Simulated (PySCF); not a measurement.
Si(F)2 anion (F₂Si), SMILES [Si](F)F (connectivity only; charge and spin as stated), charge -1, multiplicity 2. Geometry: PBE-D3(BJ)/def2-TZVPD. The spin state was assumed, not searched. The isomer is the one that the SMILES or the coordinates give; other isomers of the formula were not compared.

Level of theory: PBE-D3(BJ)/def2-TZVPD (PySCF).

Harmonic wavenumbers (cm⁻¹): 280, 622, 639. Rotational constants (GHz): 24.33, 8.077, 6.064; symmetry number 2.

### Question
Work out the zero-point energy and the ideal-gas rigid-rotor harmonic-oscillator thermochemistry at 298.15 K and 1 atm.

### Answer
ZPE = ½ Σ hcν = ½ × 1541 cm⁻¹ = 2.20 kcal/mol. H − E(el) = 5.03 kcal/mol. Entropy in cal/(mol K): translation 38.48, rotation 21.74, vibration 2.34, spin 1.38, total 63.93. G − E(el) = -14.03 kcal/mol. Cp = 11.60 cal/(mol K).
